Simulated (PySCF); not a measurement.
Compound: 1,1,1,2,2-pentafluoro-2-methoxyethane, C3H3F5O.
Geometry (PBE0-D3(BJ)/def2-SVP, Å), atoms numbered from 1 in this order:
```xyz
12
C3H3F5O angstrom
C     -1.8530    0.2418   -0.1898
O     -0.6099    0.4852    0.4545
C      0.4087   -0.2952    0.0894
F      0.1593   -1.6023    0.3112
F      0.6929   -0.1849   -1.2253
C      1.6603    0.1070    0.8940
F      1.9974    1.3581    0.6170
F      2.6726   -0.6887    0.5772
F      1.4250    0.0004    2.1930
H     -2.2289   -0.7621    0.0564
H     -2.5469    0.9988    0.1917
H     -1.7553    0.3470   -1.2801
```

Computed with PySCF at wB97X-D/def2-SVPD, non-relativistic, on one gas-phase PBE0-D3(BJ)/def2-SVP geometry that isn't relaxed in the solvent. The solvent is an IEF-PCM continuum (van der Waals radii × 1.2), and excitations are vertical TDDFT with non-equilibrium linear response and a frozen core. The model holds no explicit solvent molecules, cavitation or dispersion.

Gas-phase singlets (H = HOMO, L = LUMO):

```
state  E (eV)  λ (nm)      f  leading configurations
   S1   9.397     132  0.013                 H→L 93%
   S2   9.868     126  0.010    H→L+1 42%, H→L+3 29%
   S3  10.449     119  0.044    H-1→L 42%, H→L+2 42%
   S4  10.559     117  0.064    H→L+2 42%, H-1→L 40%
   S5  10.946     113  0.000    H→L+3 51%, H→L+4 23%
```

Q: Give the list for benzene (ε = 2.271), n² = 2.25.

A: 
| state | E (eV) | λ (nm) | f | leading configurations | change by rank (eV) |
| --- | --- | --- | --- | --- | --- |
| S1 | 9.402 | 132 | 0.014 | H→L 87% | +0.005 |
| S2 | 9.890 | 125 | 0.016 | H→L+1 37%, H→L+3 29% | +0.022 |
| S3 | 10.361 | 120 | 0.070 | H→L+2 62%, H-1→L 20% | -0.088 |
| S4 | 10.516 | 118 | 0.064 | H-1→L 60%, H→L+2 20% | -0.043 |
| S5 | 10.880 | 114 | 0.015 | H→L+3 48%, H→L+1 25% | -0.066 |

Q: How does the list change in acetone (ε = 20.49)?

A: 
```tsv
state	E (eV)	λ (nm)	f	leading configurations	change by rank (eV)
S1	9.415	132	0.008	H→L 79%, H→L+1 10%	+0.018
S2	9.922	125	0.017	H→L+1 36%, H→L+3 26%	+0.054
S3	10.304	120	0.071	H→L+2 72%, H→L+6 9%	-0.145
S4	10.501	118	0.045	H-1→L 64%, H→L+2 9%	-0.058
S5	10.801	115	0.024	H→L+3 44%, H→L+1 24%	-0.145
```

Q: How do the frontier levels move from gas to acetone?

A: 
| orbital | gas (eV) | solvent (eV) | change (eV) | Löwdin shares, gas | Löwdin shares, solvent |
| --- | --- | --- | --- | --- | --- |
| LUMO+2 | 3.26 | 3.23 | -0.03 | F5 17 %, F4 16 %, O2 15 %, F7 12 % | F5 17 %, F4 16 %, F7 15 %, F9 14 % |
| LUMO+1 | 2.84 | 2.97 | +0.13 | C6 14 %, O2 11 %, F9 11 %, F7 11 % | C1 16 %, F7 11 %, F9 11 %, H10 9 % |
| LUMO | 2.17 | 2.35 | +0.18 | C1 31 %, H11 11 %, H10 9 %, H12 9 % | C1 17 %, C6 13 %, C3 12 %, F4 9 % |
| HOMO | -11.62 | -11.37 | +0.25 | O2 56 %, C1 16 %, H10 8 %, H12 7 % | O2 53 %, C1 18 %, H10 9 %, H12 8 % |
| HOMO-1 | -12.73 | -12.47 | +0.26 | O2 40 %, C1 20 %, H11 7 %, C3 5 % | O2 39 %, C1 26 %, H11 11 %, H12 6 % |
| HOMO-2 | -13.08 | -13.09 | -0.01 | C3 14 %, F4 14 %, F5 13 %, C6 12 % | C3 15 %, C6 14 %, F4 14 %, F5 14 % |
| HOMO-3 | -14.26 | -14.25 | +0.01 | F5 26 %, F4 25 %, F7 16 %, F9 16 % | F5 32 %, F4 32 %, C1 11 %, O2 5 % |

The HOMO–LUMO gap goes from 13.79 to 13.72 eV. Rows go by rank; for HOMO-3, LUMO and LUMO+1 the atom shares or the degeneracy differ between the runs, so the row needn't follow one orbital.
